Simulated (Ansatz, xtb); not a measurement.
# Relative energy of two structures of CH3FGeS

Structure X: `C[S][Ge][F]`, a singlet. Structure Y: a singlet given by its coordinates. Both are isolated molecules in the gas phase, relaxed with PBE0-D4/def2-SVP; the shapes shown needn't be the lowest conformers.

X (Å):

| atom | x (Å) | y (Å) | z (Å) |
| --- | --- | --- | --- |
| C | 1.2588 | -0.8400 | -0.6357 |
| F | -0.6558 | -2.4336 | 3.0653 |
| Ge | -0.2393 | -1.0596 | 2.0508 |
| S | 0.7984 | -2.2227 | 0.4574 |
| H | 0.9213 | 0.1312 | -0.2388 |
| H | 0.8028 | -0.9938 | -1.6229 |
| H | 2.3513 | -0.8147 | -0.7443 |

Y (Å):

| atom | x (Å) | y (Å) | z (Å) |
| --- | --- | --- | --- |
| C | 0.5581 | 2.8911 | 0.8979 |
| F | 0.6111 | 0.5916 | -0.6298 |
| Ge | 0.8905 | 0.9188 | 1.1011 |
| S | -1.2249 | 2.4769 | 1.0667 |
| H | 0.7696 | 3.4085 | -0.0465 |
| H | 0.8165 | 3.5165 | 1.7636 |
| H | -1.3623 | 1.9590 | -0.1761 |

Close contacts (Å): C1–Ge3 2.01, C1–S4 1.84, F2–Ge3 1.78, Ge3–S4 2.63, C1–H5 1.10, C1–H6 1.10, S4–H7 1.35.

Quicker runs give these differences E(Y) − E(X): GFN2-xTB +26.7 kcal/mol; HF/STO-3G +28.5 kcal/mol (at GFN2-xTB geometries); r2SCAN-D4/def2-SVP +21.8 kcal/mol (at GFN2-xTB geometries).

**Question.** Estimate E(Y) − E(X) at the level CCSD(T)/def2-SVP + ΔMP2/def2-TZVPP.

**Answer.** Calculated at CCSD(T)/def2-SVP + ΔMP2/def2-TZVPP: E(Y) − E(X) = +21.0 kcal/mol, so structure X lies lower.

Level by level:

| level | geometry | E(Y) − E(X) (kcal/mol) | departure from the last row (kcal/mol) | job, with rough time for the two |
| --- | --- | --- | --- | --- |
| GFN2-xTB | GFN2-xTB | +26.7 | +5.8 | optimisation, 0.15 s |
| HF/STO-3G | GFN2-xTB | +28.5 | +7.5 | single point, 0.46 s |
| r2SCAN-D4/def2-SVP | GFN2-xTB | +21.8 | +0.8 | single point, 3.7 s |
| PBE0-D4/def2-SVP | PBE0-D4/def2-SVP | +21.3 | +0.4 | optimisation, 51 s |
| HF/def2-SVP | PBE0-D4/def2-SVP | +24.3 | +3.4 | part of the CCSD(T) run |
| MP2/def2-SVP | PBE0-D4/def2-SVP | +21.8 | +0.8 | part of the CCSD(T) run |
| CCSD(T)/def2-SVP | PBE0-D4/def2-SVP | +21.9 | +1.0 | single point |
| CCSD(T)/def2-SVP + ΔMP2/def2-TZVPP | PBE0-D4/def2-SVP | +21.0 |  | single point, 23 s |

None of the levels shown reverses the order. The largest departure from CCSD(T)/def2-SVP + ΔMP2/def2-TZVPP is that of HF/STO-3G, 7.5 kcal/mol. The last row adds to CCSD(T) the change of the MP2 difference between the two basis sets, here −1.0 kcal/mol.

With harmonic frequencies from PBE0-D4/def2-SVP (ideal gas, rigid rotor, one conformer each, 298.15 K, 1 atm): the zero-point term adds −1.6 kcal/mol; ΔH is +19.1 and ΔG +20.0 kcal/mol.

The correlated steps freeze 16 core orbitals; the filled d shell of Ge is correlated, in a basis made for valence electrons. Mirror images aren't counted in ΔG. Codes used: Ansatz 0.2.0, xtb 6.7.1; the last row on 2 threads of Arm Neoverse V2 on a shared host.
